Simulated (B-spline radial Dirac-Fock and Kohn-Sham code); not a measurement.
**How the settings move the core levels of K**

ΔSCF core binding energies without Breit or QED terms, calculated with a radial finite-basis atomic code. Keys: rel is the Hamiltonian (dirac, or spin-free x2c and nr, where L3 and M5 stand for the whole 2p and 3d shells), method is hf or an exchange,correlation pair (spin-unpolarised, also for the hole states), nuc the nuclear model, radius_factor scales its radius, rmax is the box in bohr, h the logarithmic mesh step, order the B-spline order, points the quadrature points per cell, c_factor scales the speed of light, and damp, ndamp, maxit and tol steer the iteration. The run stops when the commutator error falls below 10·tol·max(1, Z/10), or the numerical noise floor, and the energy has settled to about 1e-8 Ha; the virial ratio is −V/T.

Base input:

```json
{"items": [{"Z": 19, "q": 0, "cfg": [[1, 0, 2], [2, 0, 2], [2, 1, 6], [3, 0, 2], [3, 1, 6], [4, 0, 1]], "A": 39, "rrms": 3.4349, "do": "settings", "holes": ["K", "L3", "M5"],
  "settings": [{"rel": "dirac", "method": "hf", "nuc": "fermi", "radius_factor": 1.0, "rmax": 45.0, "h": 0.3, "order": 8, "points": 10, "c_factor": 1.0, "maxit": 60, "damp": 0.5, "ndamp": 3, "tol": 1e-08}]}]}
```

The ground state converged in 10 iterations, with total energy -601.52594 Ha, virial ratio 1.99214 and highest orbital energy -4.03 eV. ΔSCF binding energies: K (1s) 3618.0 eV, L3 (2p3/2) 300.5 eV. Holes are computed only in closed shells, and unreliable hole states are left out.

Changes from the base run:

```tsv
changed setting	Δ total energy (Ha)	Δ K (eV)	Δ L3 (eV)	iterations
damp = 0.8	0.00000	0.00	0.00	10
rmax = 25.0	0.00000	0.00	0.00	10
c_factor = 2.0	+1.77555	-12.99	+0.63	9
damp = 0.0	0.00000	0.00	0.00	9
rmax = 60.0	0.00000	0.00	0.00	10
rel = "x2c"; c_factor = 2.0; tol = 1e-06	?	?	?	?
method = "pbe,pbe"; order = 6; damp = 0.8	-0.56312	+12.87	+0.29	11
c_factor = 0.8	-1.34819	+9.87	-0.48	10
order = 7	0.00000	0.00	0.00	10
h = 0.12; order = 7; damp = 0.0	0.00000	0.00	0.00	9
rel = "x2c"	+0.06159	-1.23	+0.94	10
h = 0.12; c_factor = 0.8; damp = 0.0	-1.34819	+9.87	-0.48	9
h = 0.5	+0.00222	+0.02	+0.02	10
order = 6	+0.00001	0.00	0.00	10
```

Question: What does the change rel = "x2c"; c_factor = 2.0; tol = 1e-06 do?

Answer: The total energy moves by +1.79070 Ha and the binding energies by K -13.30 eV, L3 +0.87 eV; the run takes 8 iterations.
